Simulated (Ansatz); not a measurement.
Frontier orbitals of C₂H₁₀BP (`C[BH-](C)[PH3+]`).

Charge 0, multiplicity 1. The geometry is a stationary point of PBE0-D4/def2-TZVP. It is one conformer, not always the lowest. Basis def2-TZVPP, Ansatz 0.2.0.

```json
{"functional": "LDA (SPW92)", "HOMO (eV)": "-6.57", "LUMO (eV)": "-0.69", "gap (eV)": "5.88"}
{"functional": "PBE", "HOMO (eV)": "-6.55", "LUMO (eV)": "-0.54", "gap (eV)": "6.01"}
{"functional": "r2SCAN", "HOMO (eV)": "-6.80", "LUMO (eV)": "-0.21", "gap (eV)": "6.59"}
{"functional": "B97M-V", "HOMO (eV)": "-6.90", "LUMO (eV)": "-0.45", "gap (eV)": "6.45"}
{"functional": "PBE0", "HOMO (eV)": "-7.80", "LUMO (eV)": "0.35", "gap (eV)": "8.15"}
{"functional": "HSE06 (plane-wave form)", "HOMO (eV)": "-7.40", "LUMO (eV)": "-0.02", "gap (eV)": "7.38"}
{"functional": "ωB97X-V", "HOMO (eV)": "-10.18", "LUMO (eV)": "2.29", "gap (eV)": "12.47"}
{"functional": "ωB97M-V", "HOMO (eV)": "-10.06", "LUMO (eV)": "1.91", "gap (eV)": "11.97"}
```

A quarter of exact exchange (PBE0) shifts PBE's HOMO by −1.25 eV and its LUMO by +0.89 eV; full exchange at long range (ωB97M-V) shifts them by −3.52 and +2.45 eV. The gap opens from 6.01 to 11.97 eV, since occupied levels lose self-interaction and empty ones feel all the electrons. A positive LUMO is unbound and depends on the basis.
